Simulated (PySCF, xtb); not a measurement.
methyl(silyl)silane (CH8Si2), SMILES C[SiH2][SiH3].

GFN2-xTB (xtb) at its own geometry gives an orbital gap of 4.51 eV and a dipole moment of 0.47 D.

The structure is a stationary point at B3LYP-D3(BJ)/def2-SVP.

Question: What does CAM-B3LYP/def2-TZVPD (PySCF) give? (Estimate from the structure and the level; the computed values follow.)

Answer: gap 9.96 eV (levels -9.30 and 0.66 eV), dipole 0.83 D.
